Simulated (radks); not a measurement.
Results of a calculation; reference values are marked as such.
Ionisation of neutral cobalt, [Ar] 3d7 4s2, to Co+, [Ar] 3d8, under several functionals. Scalar-relativistic Kohn-Sham, spin-unpolarised, spherical densities, finite nucleus; a radial shooting solver on a logarithmic mesh with Libxc functionals.

| functional | E(Co) (hartree) | Exc (hartree) | IE (eV) | -e(HOMO) (eV) | <r> HOMO (bohr) | IE error (eV) |
|---|---|---|---|---|---|---|
| MS2 meta-GGA | -1393.21739 | -59.37103 | 6.426 | 5.506 | 2.892 | -1.455 |
| exchange-only B88 | -1392.23475 | -58.37707 | 6.176 | 4.806 | 2.939 | -1.706 |
| BP86 | -1393.60396 | -59.78063 | 6.662 | 5.643 | 2.877 | -1.219 |
| exchange-only PBE | -1391.94752 | -58.08033 | 6.270 | 4.811 | 2.960 | -1.611 |
| LDA (Slater exchange, Perdew-Wang correlation) | -1390.77263 | -56.89855 | 6.690 | 5.674 | 2.869 | -1.191 |
| PBEsol | -1391.89698 | -58.04209 | 6.423 | 5.489 | 2.881 | -1.458 |
| AM05 | -1390.92663 | -57.05746 | 6.322 | 5.428 | 2.886 | -1.559 |
| BLYP | -1393.47810 | -59.64961 | 6.630 | 5.415 | 2.893 | -1.251 |
| SOGGA | -1391.70171 | -57.84473 | 6.293 | 5.381 | 2.888 | -1.588 |
| r2SCAN | -1393.33944 | -59.49683 | 6.197 | 5.693 | 2.893 | -1.684 |
| XLYP | -1393.72787 | -59.90402 | 6.670 | 5.437 | 2.898 | -1.211 |

NIST Atomic Spectra Database: 7.881 eV (measured). Closest: LDA (Slater exchange, Perdew-Wang correlation). The Delta-SCF values span 0.51 eV, the total energies 2.96 hartree. The highest occupied level is 4s. Spin polarisation and multiplet splitting are left out, so open shells lie too high by an amount that depends on their filling.

Beside tabulated values, note that spin-unpolarised runs miss the spin-polarisation part of the exchange energy of open shells.
